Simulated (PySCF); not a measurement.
# BeBr₂: calculation against measurement

Isolated BeBr₂, optimised in PySCF with density fitting and no spin–orbit coupling; def2 sets carry scalar-relativistic core potentials from Rb on. It is a singlet of D∞h symmetry: PBE0/def2-TZVP Be–Br 1.953 Å (×2).

Counting electrons, beryllium keeps none of its valence electrons outside its bonds, so the VSEPR class is AX2 and the expected shape is linear (D∞h), as computed.

**Question.** The tabulated gas-phase entropy at 298.15 K and 1 bar is 273.82 J/(mol K) (Chase, 1998, NIST Chemistry WebBook). What do rigid-rotor harmonic-oscillator sums give?

**Answer.** PBE0/def2-TZVP 274.1 J/(mol K).

**Question.** ΔfH°(298 K) is -229.28 kJ/mol (Chase, 1998, NIST Chemistry WebBook), and for the gaseous atoms Be 324.0, Br 111.8 kJ/mol (tabulated in the package mendeleev). Compare the atomisation enthalpy with the calculations.

**Answer.** From the tables it is 324.0 + 2 × 111.8 − (-229.3) = 777 kJ/mol. To a computed De one adds −ZPE (-10.0), the atoms' spin–orbit lowering from NIST levels (-29.4) and the thermal terms (5.7), all taken at PBE0/def2-TZVP.
```json
{"level": "PBE0/def2-TZVP", "De (kJ/mol)": "822", "ΔatH°(298 K)": "789", "computed − tabulated": "12"}
```
